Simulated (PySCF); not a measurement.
# InB at UHF-CCSD(T)

Level: UHF-CCSD(T). basis In def2-TZVPP with ECP28, B def2-TZVPP; scalar-relativistic core potentials; PySCF 2.14.

For InB, the state is ³Π (triplet), unpaired electrons σ ↑, π ↑ and the bond length is 2.410 Å. The harmonic wavenumber is 392 cm⁻¹, the force constant is 0.911 mdyn/Å and the rotational constant Be is 0.2889 cm⁻¹. The anharmonicity ωexe is 2.46 cm⁻¹, the vibration–rotation constant αe is 0.00257 cm⁻¹ and the well depth De to In + B is 148 kJ/mol. The dissociation energy D0 is 145 kJ/mol.

Correlated steps freeze 5 core orbitals. Spin–orbit coupling is left out, which matters for elements this heavy, above all for dissociation energies. The state is the lowest determinant that a PBE0 search found; another state may lie lower at other levels.
